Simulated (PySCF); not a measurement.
**Static response to an electric field**

Species: C5H10N2.
Geometry (GFN2-xTB, Å), atoms numbered from 1 in this order:
```xyz
17
C5H10N2 angstrom
C      3.0663   -0.2409   -0.4592
N      2.3904   -0.0777    0.5941
N      1.4755   -0.8074    1.1071
C      0.2182   -0.7019    1.1093
C     -0.6042    0.2591    0.2951
C     -1.5318   -0.5190   -0.6398
C     -1.4128    1.1619    1.2282
H      2.8548   -0.9989   -1.2106
H      3.9076    0.4130   -0.6157
H     -0.3129   -1.3737    1.7708
H      0.0749    0.8779   -0.3031
H     -2.1250    0.1674   -1.2401
H     -0.9570   -1.1558   -1.3091
H     -2.2078   -1.1470   -0.0634
H     -0.7518    1.7239    1.8842
H     -2.0069    1.8654    0.6491
H     -2.0844    0.5658    1.8427
```

Level: CAM-B3LYP/def2-SVPD (PySCF), static field, nuclei fixed, core orbitals frozen in the response. The polarisability tensor in these axes (au):

```
x   107.05   1.23 -13.66
y     1.23  64.85   0.55
z   -13.66   0.55  74.04
```

Question: Give the principal values, the mean and the anisotropy Δα = √{½[(α1 − α2)² + (α2 − α3)² + (α1 − α3)²]}.

Answer: Principal values 64.63, 69.32 and 111.98 au; mean 81.98 au = 12.15 Å³ = 13.52 × 10⁻⁴⁰ C²·m²/J; Δα = 45.19 au (55 % of the mean).

Question: What is the dipole moment, and where does it point?

Answer: (-1.39, 0.21, -1.52) D, 2.07 D in size, pointing from the negative to the positive side. Measured along this direction, the outermost atoms are H9 and N2 at the negative end and H12 at the positive end.

Question: What are the principal values of the traceless quadrupole moment, Θ = ½Σq(3rr − r²1), about the centre of nuclear charge?

Answer: -6.31, -1.29, 7.60 D·Å. The values depend on the origin, since the dipole doesn't vanish. The electronic extent ⟨r²⟩ about the same centre is 966 bohr², a root-mean-square distance of 2.24 Å for the 54 electrons.

Question: What would n − 1 = 2πNα be for an ideal gas of these molecules at 500 K and 1 atm, electronic part alone?

Answer: N = p/kT = 1.4678 × 10¹⁹ cm⁻³, so n − 1 = 2π × N × 12.15 × 10⁻²⁴ cm³ = 1120 × 10⁻⁶ at long wavelengths, for an ideal gas.

Question: Estimate the molar refractivity from the static electronic polarisability.

Answer: Lorentz–Lorenz: R = (4π/3)N_A α = 2.5225 cm³/(mol·Å³) × 12.15 Å³ = 30.6 cm³/mol, in the limit of long wavelengths.

Question: What depolarisation ratio follows for Rayleigh scattering of linearly polarised light, taking the static tensor?

Answer: ρ = 3Δα²/(45ᾱ² + 4Δα²) = 6126.6/(302423 + 8168.8) = 0.0197.

Question: Find the Langevin capture rate constant for O2+ (31.990 u) meeting this molecule (98.084 u), k = 2.342 × 10⁻⁹ cm³/s × √(α in Å³ / reduced mass in u).

Answer: The reduced mass is 24.12 u, so k = 1.66 × 10⁻⁹ cm³/s. The formula leaves out the permanent dipole, which adds to the capture rate.

Geometry: GFN2-xTB, one conformer, isolated molecule.

The run behind these numbers computed excited states as well. The run took about 1.8 min of CPU time (one thread, shared machine).
